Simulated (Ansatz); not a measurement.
Cd7Te7: single points at one geometry.

```yaml
crystal:
  periodic: [false, false, false]
  atoms:
    - {symbol: Te, position_ang: [1.420553, -3.704127, 0.462982]}
    - {symbol: Te, position_ang: [-2.428261, 2.758045, -2.764348]}
    - {symbol: Te, position_ang: [0.280320, -1.225183, -3.075323]}
    - {symbol: Te, position_ang: [-2.864574, -0.982958, 0.904433]}
    - {symbol: Te, position_ang: [0.420266, -0.561512, 4.280573]}
    - {symbol: Te, position_ang: [1.112992, 2.182346, 0.405476]}
    - {symbol: Te, position_ang: [3.517407, 0.295200, 0.475625]}
    - {symbol: Cd, position_ang: [-3.116400, 0.774591, -1.106137]}
    - {symbol: Cd, position_ang: [-0.701118, -2.143258, -0.503745]}
    - {symbol: Cd, position_ang: [1.936719, -1.483716, 2.204522]}
    - {symbol: Cd, position_ang: [-0.045635, 1.315346, -2.048021]}
    - {symbol: Cd, position_ang: [-1.292402, 3.840325, -0.046862]}
    - {symbol: Cd, position_ang: [2.384899, -1.589512, -1.218462]}
    - {symbol: Cd, position_ang: [-0.624767, 0.524414, 2.029290]}
basis:
  gaussian: {orbitals: def2-SVP, initial_orbitals: start.molden}
hamiltonian: {xc: {text: "exchange = 0.90*pbe_x + 0.10*exact_x\ncorrelation = pbe_c"}}
scf: {omitted_lower_state_checks: [starts]}
output: {orbitals: {seedname: orbitals}}
```

The file start.molden holds the orbitals of an earlier run on this structure, at another level or in another basis.

```sh
$ ansatz run in.yaml --threads 2 --pin off --events-out ev --progress --plain --max-ram 31744MiB --backend cuda --devices 0, --max-vram 18GiB
```

It prints (some lines left out):

```
Functional definition: unnamed
4627 factors; integrals over basis functions are off by at most 2.9e-4 eV
mean field evaluation 1: about -83015.9492 eV, gradient 6.1e1 eV
mean field evaluation 2: about -83016.5580 eV, gradient 1.2e0 eV
mean field evaluation 4: about -83016.9223 eV, gradient 1.6e-2 eV
mean field -83016.92232123 eV, -3050.8156244141 hartree, gradient 7.0e-5 eV, S^2 0.000000; 0 other end points of the search recorded, 0 dependent functions left out
reference -83016.92237263 eV, -3050.8156263032 hartree; 154, 154 occupied and 245, 245 virtual orbitals, 4627 factors
Total energy: -83016.92237263 eV, -3050.8156263032 hartree
Checks for a lower state left out: starts
```

Run time 9.5 s (2 threads of AMD EPYC 7R13 on a shared host and a share (18 GiB) of an NVIDIA H100 80GB HBM3), peak host memory 1.2 GiB.

First input, but with `gaussian: {orbitals: def2-TZVP, fitting: {mean_field: def2-universal-jkfit}, initial_orbitals: start.molden}`, `hamiltonian: {xc: pbe, dispersion: d4}`, `output: {forces: true, orbitals: {seedname: orbitals}}` (abridged; 9.1 s):

```
Functional definition: PBE
mean field -83026.15626967 eV, -3051.1549657605 hartree, gradient 1.4e-5 eV, S^2 0.000000
Total energy: -83028.24722782 eV, -3051.2318070552 hartree
Atom 0 force    -0.013786     0.059325    -0.008077 eV/Å
Atom 1 force     0.007679    -0.055048     0.040611 eV/Å
Atom 2 force     0.021674     0.029383     0.059292 eV/Å
Atom 3 force     0.031090     0.023904    -0.043277 eV/Å
Atom 4 force     0.009430     0.008691    -0.056232 eV/Å
Atom 5 force     0.056266    -0.076467    -0.008303 eV/Å
Atom 6 force    -0.108150     0.006619    -0.010964 eV/Å
Atom 7 force     0.048398     0.015435     0.007238 eV/Å
Atom 8 force     0.027848     0.035984     0.004354 eV/Å
Atom 9 force    -0.024742     0.033941    -0.032044 eV/Å
Atom 10 force    -0.032222    -0.027019     0.026222 eV/Å
Atom 11 force     0.011084    -0.035928    -0.000416 eV/Å
Atom 12 force    -0.045011     0.013638     0.035801 eV/Å
Atom 13 force     0.010441    -0.032460    -0.014204 eV/Å
Dipole moment:    -0.507900     0.380255    -0.718586 e Å
Checks for a lower state left out: starts
```

As the first input, with `gaussian: {orbitals: def2-TZVP, fitting: {mean_field: def2-universal-jkfit}, initial_orbitals: start.molden}`, `hamiltonian: {xc: {name: r2SCAN0}, dispersion: d4}`, `output: {forces: true, orbitals: {seedname: orbitals}}` (abridged; 13 s):

```
Functional definition: r2SCAN0
mean field -83045.78679007 eV, -3051.8763740790 hartree, gradient 2.5e-5 eV, S^2 0.000000
Total energy: -83046.46655973 eV, -3051.9013551534 hartree
Atom 0 force    -0.080336     0.437295    -0.086772 eV/Å
Atom 1 force     0.126880    -0.317611     0.347281 eV/Å
Atom 2 force     0.080432     0.159712     0.381639 eV/Å
Atom 3 force     0.224380     0.203644    -0.320863 eV/Å
Atom 4 force     0.068252     0.041687    -0.457295 eV/Å
Atom 5 force    -0.062667    -0.193827    -0.081889 eV/Å
Atom 6 force    -0.367979    -0.121308    -0.083371 eV/Å
Atom 7 force     0.118288     0.055833     0.023539 eV/Å
Atom 8 force     0.101109    -0.035511     0.018447 eV/Å
Atom 9 force    -0.091757     0.045109     0.008550 eV/Å
Atom 10 force    -0.090328    -0.053227    -0.021796 eV/Å
Atom 11 force     0.062207    -0.123020    -0.059681 eV/Å
Atom 12 force    -0.160554     0.026081     0.171267 eV/Å
Atom 13 force     0.072072    -0.124857     0.160943 eV/Å
Dipole moment:    -0.594588     0.471589    -0.875459 e Å
Checks for a lower state left out: starts
```

First input, but with `hamiltonian: {xc: {text: "exchange = 0.85*pbe_x + 0.15*exact_x\ncorrelation = pbe_c"}}` (abridged; 9.5 s):

```
Functional definition: unnamed
mean field -83017.29253021 eV, -3050.8292293431 hartree, gradient 6.0e-5 eV, S^2 0.000000
Total energy: -83017.29257879 eV, -3050.8292311286 hartree
Checks for a lower state left out: starts
```

The first input with `gaussian: {orbitals: def2-TZVP, fitting: {mean_field: def2-universal-jkfit}, initial_orbitals: start.molden}`, `hamiltonian: {xc: {name: r2SCANh}, dispersion: d4}` (abridged; 11 s):

```
Functional definition: r2SCANh
mean field -83053.15500587 eV, -3052.1471510154 hartree, gradient 2.6e-5 eV, S^2 0.000000
Total energy: -83053.75179770 eV, -3052.1690827107 hartree
Checks for a lower state left out: starts
```

As the first input, with `gaussian: {orbitals: STO-3G}`, `hamiltonian: {xc: hf}` (abridged; 8.6 s):

```
Functional definition: HF
mean field -2277924.52738274 eV, -83712.1823486148 hartree, gradient 1.4e-5 eV, S^2 0.000000
Total energy: -2277924.52738274 eV, -83712.1823486148 hartree
Checks for a lower state left out: starts
```

As the first input, with `hamiltonian: {xc: pbe}`, `correlation: {method: rpa}` and without the key `output` (abridged; 13 s):

```
Functional definition: PBE
mean field -83016.30285296 eV, -3050.7928593753 hartree, gradient 2.1e-6 eV, S^2 0.000000
28 core orbitals not correlated: weight in the atoms' cores, before any rotation towards them, 1.000 or more for the frozen orbitals, at most 0.000 for the correlated occupied ones
Total energy: -82772.50642405 eV, -3041.8335058640 hartree
Checks for a lower state left out: starts
```

Geometry: PBE-D4/def2-SVP.

In the def2 sets Cd, Te take a core potential, while STO-3G treats all electrons; there is no spin–orbit coupling. Correlated methods freeze 28 core orbitals; core or outer-core shells of Te, Cd are correlated, in sets that lack core-valence functions. Single mean-field runs in def2-TZVP are fitted with def2-universal-jkfit. The restricted singlet is unstable towards broken spin symmetry in Hartree–Fock (as tested in another run); at PBE with 10 % exact exchange/def2-SVP, PBE-D4/def2-TZVP, r2SCAN0-D4/def2-TZVP, PBE with 15 % exact exchange/def2-SVP and others this wasn't settled.
